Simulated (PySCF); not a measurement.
Cd(Et) (C2H5Cd), SMILES C[CH2][Cd+], charge +1.

Geometry optimised at B3LYP-D3(BJ)/def2-TZVP. The spin state was assumed, not searched. The isomer is the one that the SMILES or the coordinates give; other isomers of the formula were not compared. The def2 effective core potentials stand for the cores of Cd; spin–orbit coupling is left out.

Method: HF/def2-TZVPD (PySCF).

The molecule is in vacuum.

Task: Estimate the frontier levels, gap, dipole moment and polarisability. (An estimate is asked for; the answer gives what the named calculation found.)

Result: 
| Property | Value |
|---|---|
| highest occupied level | -14.12 eV |
| lowest empty level | -5.48 eV |
| orbital gap | 8.64 eV |
| dipole moment about the centre of nuclear charge | 0.80 D |
| mean static polarisability | 66.6 bohr³ (9.87 Å³) |
| polarisability, principal values | 43.7, 46.2, 110.0 bohr³ |
